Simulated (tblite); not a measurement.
Q: Write a Z-matrix for `C1=C([P-]C2CC2)CCC1` as optimised with GFN2-xTB. (Charge -1.)

A: 
Z-matrix in Å and degrees, rows numbered from 1:
```
C 
C   1  1.3488
P   2  1.7719  1  125.57
C   3  1.8545  2   99.18  1   179.06
C   4  1.5025  3  121.98  2    82.08
C   5  1.4954  4   59.94  3   106.82
C   2  1.5126  1  109.43  3  -177.75
C   7  1.5344  2  104.26  1   -13.82
C   1  1.5015  2  112.92  3   177.18
H   1  1.0770  2  125.42  3    -0.23
H   4  1.0899  3  114.75  2   -66.07
H   5  1.0806  4  117.76  6  -107.50
H   5  1.0848  4  118.88  6   107.91
H   6  1.0845  4  119.02  5  -108.18
H   6  1.0805  4  117.58  5   107.73
H   7  1.0951  2  109.57  1   105.38
H   7  1.0912  2  112.54  1  -135.15
H   8  1.0934  7  109.33  2   -95.18
H   8  1.0938  7  112.33  2   145.09
H   9  1.0979  1  113.04  2   135.50
H   9  1.1021  1  111.51  2  -104.19
```

The 5-membered ring C1–C2–C7–C8–C9 has internal angles of 102.8° to 112.9°; it is puckered, 0.10 Å rms from its mean plane, widest ring torsion 22°. The 3-membered ring C4–C5–C6 has internal angles of 59.8° to 60.3°. Of the pairs four or more bonds apart, C4···H17 is among the closest relative to their van der Waals radii: 2.69 Å, 93 % of the sum of Bondi's values. The C–P distances run from 1.772 Å (C2–P3, drawn single) to 1.854 Å (P3–C4, drawn single), a spread of 0.082 Å.

Computed geometry: GFN2-xTB, gas phase.

Point group: C1 (no symmetry element, even within 0.4 Å). Its GFN2-xTB frequencies are all real (lowest 44 cm⁻¹). Torsions: C1–C2–P3–C4 179°, C2–P3–C4–C5 82°, P3–C4–C5–C6 107°, C1–C2–C7–C8 -14°, C2–C7–C8–C9 22°, C7–C8–C9–C1 -22°.

One conformer stands for the species.
